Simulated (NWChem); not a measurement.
System: BClF$_{2}$; SMILES FB(Cl)F

The following NWChem deck was run.

```
start job
memory heap 200 mb stack 900 mb global 1100 mb
geometry units angstroms noautoz
  B     -0.003219     0.438452     0.000000
  F      0.000314     1.101915    -1.136390
  F      0.000314     1.101915     1.136390
  Cl    -0.000009    -1.316638     0.000000
end
basis spherical
  * library def2-svp
end
dft
  xc xwpbe 1.00 cpbe96 1.0 hfexch 1.00
  cam 0.2 cam_alpha 0.0 cam_beta 1.0
  iterations 150
  vectors input atomic output neutral.movecs
end
task dft energy
charge 1
dft
  odft
  mult 2
  vectors input atomic output cation.movecs
end
task dft energy
```

Coordinates come from a B3LYP/6-31G* (spherical d) optimisation.

Ions are spin-unrestricted doublets at the neutral geometry; other ion states weren't tried. Functional: LC-ωPBE (HJS hole) with def2-SVP; the question gives the range parameter ω in 1/bohr.

Q: Predict the main results of this run. (LC-wPBE (HJS exchange hole, range parameter 0.2 per bohr)/def2-SVP, vertical spin-unrestricted ions.) Quantities: vertical ionisation energy, ΔSCF (eV); −ε(HOMO) (eV).

A: 
```json
{
 "vertical ionisation energy, ΔSCF (eV)": "12.61",
 "−ε(HOMO) (eV)": "10.88"
}
```
